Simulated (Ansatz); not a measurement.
`N[SiH2][SbH2]` + HCl → `[Cl][SbH2]` + `N[SiH3]` at 600 K and 1 bar (cleavage of the Sb–Si bond).

Program: Ansatz. Geometries: PBE0-D4/def2-TZVP. ΔE: electronic, gas phase. CCSD(T)/CBS is the MP2 limit (def2-TZVPP, def2-QZVPP) plus CCSD(T) − MP2 in def2-TZVPP, frozen cores. This one scheme is used for every species. Elements past krypton have def2 core potentials. For Sb outer-core shells are correlated without core-valence functions, which leaves a few kJ/mol of doubt a bond. Each species was taken in one conformer, which may not be the lowest.

```
        species  CCSD(T)/CBS energy (Eh)  H − E (kJ/mol)  S (J/(mol·K))
`N[SiH2][SbH2]`               -587.42139           205.7          429.6
            HCl               -460.38127            35.4          207.2
   `[Cl][SbH2]`               -701.00845            67.5          318.9
      `N[SiH3]`               -346.80422           170.6          320.8
```

H − E and S are ideal-gas, rigid-rotor, harmonic terms from PBE0-D4/def2-TZVP, for one conformer and one mirror image of each species. 1 Eh = 2625.50 kJ/mol, R = 8.31446 J/(mol·K).

Task: By hand: ΔE, ΔH, ΔS and ΔG.

Result: ΔE = (-701.00845) + (-346.80422) − (-587.42139) − (-460.38127) = -0.01001 Eh = -26.3 kJ/mol. Δ(H − E) = 67.5 + 170.6 − 205.7 − 35.4 = -3.0, so ΔH = -29.3 kJ/mol. ΔS = 318.9 + 320.8 − 429.6 − 207.2 = 2.9 J/(mol·K). ΔG = -29.3 − 600 × (2.9)/1000 = -31.0 kJ/mol.

Task: By hand: the equilibrium constant, and the temperature at which ΔG would vanish if ΔH and ΔS stayed fixed.

Result: log₁₀ K = −ΔG/(RT ln 10) = 2.7. ΔH and −TΔS have one sign here, so there is no such temperature.

The number of gas molecules stays the same, so ΔS is small and ΔH decides. A doubt of 5 kJ/mol in ΔE shifts log₁₀ K by 0.4 here. Other conformers and mirror images would add mixing entropy, several J/(mol·K) or more a flexible species. These are equilibria of isolated gas molecules and say nothing of rates. Largest T1 diagnostic: 0.013 (customary marks: 0.02 for closed shells, 0.045 for open ones).

ΔS is within the doubt of such terms, so its sign, and with it that verdict, could turn.
